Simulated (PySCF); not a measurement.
Si(F)(vinyl)(OH)2 (C₂H₅FO₂Si), SMILES O[Si](F)(C=C)O. Atoms are numbered in the order given.

```xyz
11

C     -2.3597     0.4061     0.4133
C     -1.2730    -0.2668     0.8155
Si     0.3440    -0.0921    -0.0537
O      0.2868     0.9922    -1.3043
O      0.8132    -1.5606    -0.6254
F      1.4591     0.4681     0.9960
H     -2.3238     1.0774    -0.4516
H     -3.3270     0.3140     0.9195
H     -1.3529    -0.9348     1.6822
H      0.4692     1.9149    -1.0921
H      1.5835    -1.5838    -1.2058
```

Geometry: B3LYP-D3(BJ)/def2-SVP. The values are those of a single conformer.

Calculation: PBE/pcSseg-1 (PySCF).

GIAO shieldings, no solvent; atoms listed in one row are averaged. δ = σ(ref) − σ: ¹³C against TMS (σ = 182.0 ppm); ²⁹Si against TMS (σ = 335.4 ppm); ¹⁷O against H2O (σ = 334.3 ppm); ¹⁹F against CFCl3 (σ = 133.6 ppm); ¹H against TMS (σ = 31.49 ppm), references at their B3LYP-D3(BJ)/def2-TZVP geometries, non-relativistic.

Computed chemical shifts:
```tsv
nucleus	atoms	count	δ (ppm)
¹³C	C1	1	148.5
¹³C	C2	1	136.8
²⁹Si	Si3	1	-45.1
¹⁷O	O5	1	64.3
¹⁷O	O4	1	53.8
¹⁹F	F6	1	-158.1
¹H	H7, H8	2	6.63
¹H	H9	1	6.41
¹H	H11	1	2.50
¹H	H10	1	1.84
```
